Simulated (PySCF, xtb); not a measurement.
B(H)2(iPr) (C3H9B), SMILES BC(C)C.

Harmonic wavenumbers (cm⁻¹) from GFN2-xTB run with xtb at its own minimum, in rising order: 151, 203, 219, 333, 335, 382, 773, 811, 836, 943, 968, 995, 995, 1150, 1178, 1199, 1267, 1276, 1407, 1421, 1500, 1508, 1511, 1515, 2645, 2679, 2837, 3008, 3012, 3027, 3033, 3041, 3042.

Task: What does PBE-D3(BJ)/def2-SVP run with PySCF give at its own minimum? (Estimate from the structure and the level; the computed values follow.)

Result: 184, 212, 286, 314, 345, 354, 686, 799, 837, 884, 952, 959, 1013, 1110, 1139, 1163, 1207, 1299, 1335, 1353, 1405, 1419, 1425, 1436, 2489, 2576, 2702, 2961, 2963, 3040, 3040, 3065, 3065. Paired by order, the mean absolute difference is 50 cm⁻¹ and the zero-point energies are 70.3 and 68.6 kcal/mol.
